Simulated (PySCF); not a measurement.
## Bond curve of CI

Set-up: basis C def2-TZVPP, I def2-TZVPP with ECP28; scalar-relativistic core potentials; PySCF 2.14. Energies in eV from C + I in their ground configurations at the same level. State: ²Π (doublet), unpaired electrons π ↑.

All columns are CAM-B3LYP. A positive dipole means C(−)I(+).

```json
{"R (Å)": "1.743", "E (eV)": "-1.777", "μ (D)": "2.97", "Mulliken charge on C (basis-dependent)": "-0.39", "HOMO (eV)": "-6.96", "LUMO (eV)": "-1.81", "Mayer bond order": "1.82", "⟨S²⟩": "0.76"}
{"R (Å)": "1.824", "E (eV)": "-2.355", "μ (D)": "2.65", "Mulliken charge on C (basis-dependent)": "-0.33", "HOMO (eV)": "-7.21", "LUMO (eV)": "-1.98", "Mayer bond order": "1.75", "⟨S²⟩": "0.76"}
{"R (Å)": "1.905", "E (eV)": "-2.664", "μ (D)": "2.30", "Mulliken charge on C (basis-dependent)": "-0.27", "HOMO (eV)": "-7.45", "LUMO (eV)": "-2.15", "Mayer bond order": "1.69", "⟨S²⟩": "0.76"}
{"R (Å)": "1.966", "E (eV)": "-2.769", "μ (D)": "2.03", "Mulliken charge on C (basis-dependent)": "-0.22", "HOMO (eV)": "-7.63", "LUMO (eV)": "-2.29", "Mayer bond order": "1.64", "⟨S²⟩": "0.76"}
{"R (Å)": "2.027", "E (eV)": "-2.793", "μ (D)": "1.75", "Mulliken charge on C (basis-dependent)": "-0.18", "HOMO (eV)": "-7.81", "LUMO (eV)": "-2.42", "Mayer bond order": "1.59", "⟨S²⟩": "0.76"}
{"R (Å)": "2.088", "E (eV)": "-2.757", "μ (D)": "1.46", "Mulliken charge on C (basis-dependent)": "-0.13", "HOMO (eV)": "-7.98", "LUMO (eV)": "-2.56", "Mayer bond order": "1.55", "⟨S²⟩": "0.76"}
{"R (Å)": "2.169", "E (eV)": "-2.639", "μ (D)": "1.08", "Mulliken charge on C (basis-dependent)": "-0.08", "HOMO (eV)": "-8.19", "LUMO (eV)": "-2.74", "Mayer bond order": "1.49", "⟨S²⟩": "0.76"}
{"R (Å)": "2.270", "E (eV)": "-2.417", "μ (D)": "0.62", "Mulliken charge on C (basis-dependent)": "-0.02", "HOMO (eV)": "-8.42", "LUMO (eV)": "-2.96", "Mayer bond order": "1.42", "⟨S²⟩": "0.76"}
{"R (Å)": "2.392", "E (eV)": "-2.086", "μ (D)": "0.08", "Mulliken charge on C (basis-dependent)": "0.04", "HOMO (eV)": "-8.62", "LUMO (eV)": "-3.21", "Mayer bond order": "1.34", "⟨S²⟩": "0.76"}
{"R (Å)": "2.554", "E (eV)": "-1.604", "μ (D)": "-0.58", "Mulliken charge on C (basis-dependent)": "0.09", "HOMO (eV)": "-8.75", "LUMO (eV)": "-3.51", "Mayer bond order": "1.22", "⟨S²⟩": "0.79"}
```

A fit through these points gives, at Re = 2.018 Å, μ = 1.79 D and dμ/dR = -4.65 D/Å; the reduced mass is 10.96 u.

Task: How strong is the fundamental in the double-harmonic approximation, I = 42.26·(dμ/dR)²/μred km/mol?

Result: I = 42.26·(-4.65)²/10.96 = 83.4 km/mol at CAM-B3LYP.

Spin–orbit coupling is left out, which matters for elements this heavy, above all for dissociation energies. The state is the lowest determinant that a PBE0 search found; another state may lie lower at other levels.
